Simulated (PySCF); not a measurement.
Species: C6H16O2Si.
InChI=1S/C6H16O2Si/c1-6(2,3)5-8-9-7-4/h5,9H2,1-4H3

Torsions of this conformer, `[CH3:1][O:2][SiH2:3][O:4][CH2:5][C:6]([CH3:7])([CH3:8])[CH3:9]`: C1–O2–Si3–O4 -68°, O2–Si3–O4–C5 -94°, Si3–O4–C5–C6 95°, O4–C5–C6–C7 -68°.

The closed-shell ground state was solved at several levels (PySCF, density fitting, gas phase, non-relativistic). Geometry: PBE0-D3(BJ)/def2-SVP, one conformer, isolated molecule.

```tsv
level	basis functions	total energy (Eh)	HOMO (eV)	LUMO (eV)	gap (eV)	dipole (D)
wB97X-D/def2-SVPD	318	-677.8013	-9.86	2.16	12.02	0.59
B3LYP/pcSseg-1	240	-678.2612	-7.68	0.85	8.53	0.63
```

(1) What might PBE0/pcSseg-1 (240 basis functions) give for the same quantities?

(2) Over all these levels, which gives the widest orbital gap and which the narrowest?

(3) How far do the dipole and the HOMO energy spread over the levels?

Answers

(1) Total energy -677.6466 Eh, HOMO -7.92 eV, LUMO 1.13 eV, gap 9.05 eV, dipole 0.64 D.

(2) wB97X-D/def2-SVPD (range-separated hybrid) has the widest, 12.02 eV, and B3LYP/pcSseg-1 (global hybrid, 20 % exact exchange) the narrowest, 8.53 eV. Functional and basis both differ between the two, so the spread mixes both effects.

(3) The dipole runs from 0.59 to 0.64 D (mean 0.62 D) and the HOMO from -9.86 to -7.68 eV.

wB97X-D is run here without its empirical dispersion term; that term would change no orbital, density or response property at a fixed geometry.
